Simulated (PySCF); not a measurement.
**Partial charges of `[Cl][GeH2][GeH3]`**

Compound: ClGe2H5.
Cartesian coordinates in Å at the PBE0-D3(BJ)/def2-SVP level; atoms count from 1:
```
atom  x, y, z in Å
Cl1    2.905    1.907   -0.354
Ge2    1.796    0.079    0.042
Ge3   -0.551    0.644   -0.148
H4     2.265   -0.955   -0.997
H5     2.202   -0.374    1.456
H6    -0.875    1.777    0.838
H7    -0.847    1.106   -1.583
H8    -1.416   -0.587    0.181
```

Density: PBE0/pcSseg-1 (PySCF); schemes: Mulliken, IAO, Hirshfeld and ESP-fitted. Geometry: PBE0-D3(BJ)/def2-SVP; no solvent, vibrations or thermal averaging. The calculation is non-relativistic, for germanium too.

Q: Atoms with like bonding are taken together and averaged. Which atoms carry the highest charge in the Mulliken, IAO, Hirshfeld and ESP-fitted schemes?

A: All schemes agree: Mulliken Ge2 (+0.236); IAO Ge2 (+0.439); Hirshfeld Ge2 (+0.270); ESP-fitted Ge2 (+0.168).

Q: For which atoms does the sign change between the 4 schemes (beyond +0.03 e in one, beyond −0.03 e in another)?

A: For none.

Q: Give the atomic charges in each scheme.

A: In e; atoms taken as equivalent share a row and are averaged (×n: the atom named and its like, n in all):

```
    atom                         environment  Mulliken     IAO  Hirshfeld  ESP-fitted
     Cl1               chlorine bonded to Ge    -0.339  -0.330     -0.185      -0.216
     Ge2  germanium bonded to Cl, Ge and 2 H    +0.236  +0.439     +0.270      +0.168
     Ge3      germanium bonded to Ge and 3 H    -0.009  +0.203     +0.213      +0.130
   H4/H5                       Ge–H hydrogen    +0.027  -0.068     -0.059      -0.002
H6/H7/H8                       Ge–H hydrogen    +0.019  -0.059     -0.060      -0.026
```

Mean size of the charges over all atoms: IAO 0.161 e, Hirshfeld 0.121 e, Mulliken 0.087 e, ESP-fitted 0.075 e. Each set sums to the total charge, 0, to within 0.001 e. The Hirshfeld scheme divides the density at each point in proportion to the densities of the neutral, spherically averaged free atoms.

Q: Sum the charges by element, for elements with more than one atom.

A: 
```tsv
element	atoms	Mulliken	IAO	Hirshfeld	ESP-fitted
Ge	2	+0.227	+0.642	+0.482	+0.298
H	5	+0.112	-0.312	-0.297	-0.083
```

Q: How closely do the schemes follow one another over all atoms?

A: Correlation coefficient and root-mean-square difference: IAO with Hirshfeld 0.97, 0.079 e; IAO with ESP-fitted 0.96, 0.114 e; Hirshfeld with ESP-fitted 0.93, 0.059 e; Mulliken with ESP-fitted 0.86, 0.077 e; Mulliken with IAO 0.82, 0.124 e; Mulliken with Hirshfeld 0.69, 0.116 e.
